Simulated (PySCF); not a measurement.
The group X on BH2-X is varied. Gas-phase values, no solvent. One relaxed conformer stands for each flexible species; it need not be the lowest. Strings in code marks are SMILES. All members: neutral, multiplicity 1. Level: B3LYP-D3(BJ)/def2-TZVP // M06-2X/def2-TZVP (PySCF), beside PBE-D3(BJ)/def2-TZVP // M06-2X/def2-TZVP (PySCF) at the same geometries. B3LYP has the VWN-RPA correlation part, as in Gaussian. Delta-SCF ions had no search for a lower state.  The removal energy is E(N − 1 electrons) − E(N electrons) at the parent's geometry.

| species | vertical ionisation energy (Delta-SCF), PBE (eV) | vertical ionisation energy (Delta-SCF), B3LYP-D3(BJ) (eV) |
|---|---|---|
| `B[Si](C)(C)C` (H–B–Si–C torsion 88°) | 9.26 | 9.55 |
| `BOC` (H–B–O–C torsion 180°) | 10.80 | 11.16 |
| `BS` (H–B–S–H torsion 0°) | 11.02 | 10.99 |
| `B[N+]#[C-]` | 11.57 | 12.00 |
| `BC(F)(F)F` | 12.13 | 12.71 |
| `B` | 12.91 | withheld |

Task: Fit y = a + b·x, y being the vertical ionisation energy (Delta-SCF) at the first level, to the 5 complete rows by least squares, with x = the PBE value in eV. Give a, b and the rms residual, and predict the withheld value.

Result: Means of the 5 rows: x̄ = 10.956, ȳ = 11.282 eV. Σ(x − x̄)² = 4.6601 and Σ(x − x̄)(y − ȳ) = 5.0551, so b = 1.085 and a = ȳ − b·x̄ = -0.605 eV. The rms residual is 0.185 eV. At x = 12.91 the line gives 13.40 eV, outside the range of the fitted rows. The run for `B` gave 13.18 eV, so the line is off by 0.22 eV, within twice the rms residual.

Codes: PySCF.
